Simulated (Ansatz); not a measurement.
This geometry of Cl3Ga + H4Si (9 atoms, charge 0, multiplicity 1) is a first-order saddle point.

Theory: RKS BHLYP/def2-SVP (Ansatz 0.2.0).

```xyz
9
Properties=species:S:1:pos:R:3
Ga -0.013 -0.286 -0.108
Cl -0.361 0.212 2.143
Cl 1.853 0.589 -0.751
Cl -1.776 0.197 -1.253
Si 0.178 -2.637 0.565
H -0.985 -3.550 0.630
H 1.420 -3.443 0.566
H 0.230 -2.389 2.229
H 0.021 -1.517 2.214
```

Task: Which two structures does it join? (They come from a converged band through this point; their orientation in space is the band's.)

Result: Bonds broken: Ga1–Cl2, Si5–H9. Bonds formed: Ga1–Si5, Cl2–H9. Cl3Ga + H4Si becomes Cl2GaH3Si + ClH.

Initial state:

```xyz
9
Properties=species:S:1:pos:R:3
Ga -0.064 0.299 0.262
Cl 0.252 1.516 1.983
Cl 1.600 -0.216 -0.980
Cl -2.036 0.056 -0.519
Si 0.171 -2.937 1.083
H -0.209 -3.199 -0.317
H 1.594 -3.229 1.340
H -0.715 -3.643 2.030
H -0.028 -1.471 1.353
```

Final state:

```xyz
9
Properties=species:S:1:pos:R:3
Ga 0.064 -0.881 -0.148
Cl 0.336 0.525 2.388
Cl 1.587 0.150 -1.274
Cl -1.873 0.121 -0.288
Si 0.281 -3.091 0.753
H 0.040 -4.087 -0.317
H 1.645 -3.273 1.298
H -0.717 -3.275 1.830
H -0.798 0.988 1.993
```

Task: How far does it lie above each of them?

Result: 1.77 eV above the first and 1.02 eV above the second. This is the barrier of this one path; another mechanism may lie lower. The orbitals stay closed-shell, which can raise the energy where a bond breaks towards radicals; this wasn't checked here.

Run time: 4.3 min on 4 threads of Arm Neoverse V2, on a shared host, peak memory 0.37 GiB.
